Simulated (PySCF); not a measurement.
**Dipole polarisabilities along group 4**

Calculated with PySCF 2.14 for the ground configurations, without spin-orbit coupling: coupled response for Hartree-Fock and DFT. Mean α in bohr³, C₆ of like pairs in atomic units.

```tsv
species	α UHF	α PBE	α PBE0	α recommended (Schwerdtfeger and Nagle)	C₆ UHF	C₆ PBE	C₆ PBE0
Ti [Ar] 3d2 4s2 (def2-TZVPPD, non-relativistic)	163.7	105.1	111.1	87 ± 10	1767	1199	1300
Zr [Kr] 4d2 5s2 (def2-TZVPPD with the def2 core potential (28 electrons), ECP)	176.6	116.6	123.1	112 ± 13	2363	1564	1688
Hf [Xe] 4f14 5d2 6s2 (def2-TZVPPD with the def2 core potential (60 electrons), ECP)	120.5	97.37	101.1	103 ± 6	1688	1246	1326
```

Hartree-Fock lacks correlation. All values carry a basis error, and heavy open shells lack spin-orbit coupling.
